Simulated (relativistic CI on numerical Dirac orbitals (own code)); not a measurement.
## What each ingredient does to the levels of Cl XIV

Base calculation: Dirac-Coulomb-Breit CI, separate exchange-only KLI orbitals for each configuration, model QED, unscaled Slater integrals.

CI space (outside the closed core 1s2): 2s2, 2s.2p, 2p2, 2p.3s, 2p.3p, 2s.3s, 2s.3p, 2s.3d, 2s.4s, 2s.4p, 2s.4d, 2s.4f, 2s.5s, 2s.5p, 2s.5d, 2s.5f, 2s.5g, 3s2, 3s.3p, 3p2. Levels of other configurations are missing.

Variants: (1) P86 correlation estimate; (2) QED terms removed; (3) Breit term removed. Shifts of the energy above 2s2 1S_0, in eV, for the lowest level and the first level of each name with at least 55 % of one term (blank where a level changes its place among those of its configuration and J or its character, or is not in the variant):

```tsv
Level	Base	Δ(1)	Δ(2)	Δ(3)
2s2 1S_0	0.000	0.000	0.000	0.000
2s.2p 3P°_0	26.664	+0.371	+0.096	-0.136
2s.2p 3P°_1	27.358	+0.371	+0.094	-0.065
2s.2p 3P°_2	28.947	+0.371	+0.089	+0.032
2s.2p 1P°_1	53.796	+0.371	+0.093	-0.024
2p2 3P_0	70.269	+0.617	+0.199	-0.182
2p2 3P_1	71.196	+0.617	+0.196	-0.130
2p2 3P_2	72.495	+0.617	+0.193	+0.007
2p2 1D_2	80.048	+0.617	+0.193	-0.017
2p2 1S_0	98.406	+0.583	+0.183	-0.129
2s.3s 3S_1	428.638	+0.582	+0.061	+0.111
2s.3s 1S_0	433.688	+0.586	+0.063	+0.102
2s.3p 1P°_1	441.384	+0.724	+0.093	+0.089
2s.3p 3P°_0	441.589	+0.724	+0.089	+0.061
2s.3p 3P°_1	441.972	+0.724	+0.089	+0.103
2s.3p 3P°_2	442.241	+0.724	+0.087	+0.111
2s.3d 3D_1	448.482	+0.602	+0.088	+0.130
2s.3d 3D_2	448.563	+0.601	+0.088	+0.144
2s.3d 3D_3	448.697	+0.601	+0.087	+0.153
2s.3d 1D_2	453.822	+0.602	+0.088	+0.135
2p.3s 3P°_0	462.392	+0.727	+0.169	-0.020
2p.3s 3P°_1	463.000	+0.727	+0.167	+0.016
```

At this charge energies of transitions that change n are usually good to better than 1 %, and those within a shell (Δn = 0) to a few per cent.

Ionisation energy from the two ground configurations alone: base 744.853 eV; P86 correlation estimate 746.045 eV; Breit term removed 745.008 eV. The NIST ASD value (semi-empirical) is 750.23 eV.

LS names give the leading component of a level, which can be under half, so a name can repeat, a term be missing and a line seem to break the LS rules.
